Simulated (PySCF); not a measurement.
# How the method moves the HOMO and LUMO of `BCC#C`

C₃H₅B.
SMILES with atom numbers: `[BH2:1][CH2:2][C:3]#[CH:4]` (hydrogens: H5, H6 on B1; H7, H8 on C2; H9 on C4)

Cartesian coordinates in Å at the PBE0-D3(BJ)/def2-SVP level; atoms count from 1:
```xyz
9
C3H5B angstrom
B     -1.3117    0.7863    0.0005
C     -0.4134   -0.4944   -0.0878
C      1.0267   -0.3198   -0.1579
C      2.2253   -0.1542   -0.2110
H     -0.8561    1.9013   -0.0736
H     -2.5051    0.6331    0.1262
H     -0.6933   -1.1659    0.7473
H     -0.7853   -1.0424   -0.9794
H      3.2883   -0.0095   -0.2589
```

Basis pcSseg-2 throughout (PySCF), one geometry. Geometry: PBE0-D3(BJ)/def2-SVP, one conformer, isolated molecule.

Q: How do the orbital energies, the gap and the dipole change with the method?

A: 
| method | kind | HOMO (eV) | LUMO (eV) | gap (eV) | μ (D) | SCF cycles |
| --- | --- | --- | --- | --- | --- | --- |
| BLYP | GGA | -6.20 | -2.55 | 3.65 | 0.83 | 14 |
| B97-D | GGA | -6.30 | -2.46 | 3.84 | 0.82 | 14 |
| OPBE | GGA | -6.33 | -2.49 | 3.84 | 0.85 | 14 |
| KT2 | GGA | -6.34 | -2.68 | 3.67 | 0.82 | 14 |
| KT3 | GGA | -6.36 | -2.59 | 3.77 | 0.81 | 14 |
| PBE | GGA | -6.36 | -2.69 | 3.67 | 0.85 | 14 |
| BP86 | GGA | -6.44 | -2.72 | 3.72 | 0.85 | 14 |
| LDA | LDA | -6.52 | -2.97 | 3.55 | 0.89 | 14 |
| B3LYP | global hybrid | -7.32 | -1.88 | 5.44 | 0.81 | 14 |
| HF | Hartree–Fock | -10.24 | 1.73 | 11.96 | 0.76 | 11 |

The HOMO spans 4.03 eV, from BLYP down to HF, and the gap runs from 3.55 eV (LDA) to 11.96 eV (HF). Over the methods BLYP (0 %), B97-D (0 %), OPBE (0 %), KT2 (0 %), KT3 (0 %), PBE (0 %), BP86 (0 %), LDA (0 %), B3LYP (20 %), HF (100 %), a straight line through the gap against the share of exact exchange rises by 0.83 eV for each 10 % (correlation coefficient 0.999). The dipole ranges from 0.76 D (HF) to 0.89 D (LDA). This basis has no diffuse functions.

The vertical ΔSCF ionisation energy at PBE0/def2-SVPD is 9.90 eV; −ε(HOMO) comes closest to it with HF (10.24 eV).
